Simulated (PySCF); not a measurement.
Problem. Write a Z-matrix for `C[O][AlH2-][N+](C)(C)C` as optimised with PBE0-D3(BJ)/def2-SVP.

Solution. 
Z-matrix in Å and degrees, rows numbered from 1:
```
C 
O   1  1.3820
Al  2  1.7442  1  135.89
N   3  2.0547  2   95.33  1   157.87
C   4  1.4647  3  109.07  2   179.77
C   4  1.4691  3  107.35  2    59.36
C   4  1.4682  3  107.79  2   -59.57
H   1  1.1088  2  113.06  3    54.70
H   1  1.1092  2  112.63  3   -66.53
H   1  1.1062  2  110.59  3   173.90
H   3  1.6059  2  116.56  1   -97.11
H   3  1.6081  2  116.82  1    51.53
H   5  1.0990  4  109.40  3   -58.70
H   5  1.1041  4  110.99  3  -179.28
H   5  1.0990  4  109.42  3    60.13
H   6  1.1041  4  110.76  3  -177.72
H   6  1.0986  4  109.27  3    61.63
H   6  1.0980  4  108.55  3   -56.54
H   7  1.1041  4  110.83  3   178.37
H   7  1.0988  4  109.28  3   -60.98
H   7  1.0976  4  108.46  3    57.17
```

Of the pairs four or more bonds apart, O2···H18 is among the closest relative to their van der Waals radii: 2.51 Å, 92 % of the sum of Bondi's values. O2 (oxygen bonded to Al and C) is bent (angle 135.9°). Al3 (aluminium bonded to N, O and 2 H) has angles from 95.3° to 118.7°. N4 (nitrogen bonded to Al and 3 C) is tetrahedral (angles from 107.4° to 111.1°).

Computed, not measured: PBE0-D3(BJ)/def2-SVP geometry optimisation, gas phase (PySCF).

Point group: C1 (no symmetry element, even within 0.4 Å). Stationary, but not proved a minimum. One conformer, not necessarily the lowest (C1–O2–Al3–N4 158°).

On Arm Neoverse N1, one thread, no GPU, shared host, this took 5.6 min of wall time and 0.72 GiB of memory at its peak. These figures are those of the optimisation.
